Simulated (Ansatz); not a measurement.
C2H9PSi, SMILES `CC[SiH2]P`. The species carries charge 0 and has multiplicity 1. The geometry is a stationary point of PBE0-D4/def2-TZVP. It is one conformer, not always the lowest.

```xyz
13

C    -1.154   -0.168    1.252
C     0.255   -0.675    0.957
Si    1.101    0.220   -0.460
P    -0.110   -0.049   -2.349
H    -1.598   -0.690    2.102
H    -1.819   -0.315    0.397
H    -1.154    0.900    1.485
H     0.235   -1.743    0.720
H     0.891   -0.571    1.843
H     1.284    1.659   -0.115
H     2.443   -0.370   -0.723
H     0.689    0.853   -3.101
H    -1.063    0.948   -2.008
```

(1) What is the dipole moment at B3LYP/def2-TZVPP? (Estimate.)

(2) And with PBE, r2SCAN, ωB97M-V? (An estimate is asked.)

(3) Give the Mulliken charges with B3LYP, ωB97M-V, PBE in def2-TZVPP. (Best estimate.)

## Answers

(1) The calculation gave: 1.01 D, with components (-0.16, 0.16, 0.98) D in this frame, pointing from negative to positive charge.

(2) Ansatz gave: PBE 1.03 D, r2SCAN 1.07 D, ωB97M-V 1.01 D.

(3) Ansatz gave: 
```tsv
atom	B3LYP	ωB97M-V	PBE
C1	-0.26	-0.33	-0.26
C2	-0.21	-0.30	-0.20
Si3	0.30	0.22	0.22
P4	-0.16	-0.22	-0.18
H5	0.09	0.11	0.09
H6	0.09	0.10	0.09
H7	0.09	0.11	0.09
H8	0.09	0.11	0.09
H9	0.08	0.11	0.09
H10	-0.07	-0.03	-0.06
H11	-0.07	-0.03	-0.06
H12	0.03	0.06	0.05
H13	0.03	0.06	0.05
```

B3LYP here is the variant with VWN-RPA as its local correlation; programs differ in this.
